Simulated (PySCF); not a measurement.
A calculated (LDA, PySCF 2.14, aug-cc-pVTZ with one added diffuse shell each of s, p, d, f type, the non-relativistic Hamiltonian (point nucleus)) atom or ion has these occupied shells.

```tsv
shell	electrons	orbital energy (eV)	rms radius, mean of both spins (bohr)
1s α	1	-510.71	0.233
1s β	1	-509.25	0.233
2s α	1	-24.965	1.27
2s β	1	-21.673	1.27
2p α	3	-10.379	1.45
2p β	1	-7.452	1.45
```

Problem. Name the element and its charge.

Solution. O (oxygen, neutral), in [He] 2s2 2p4, high-spin 3P determinant.
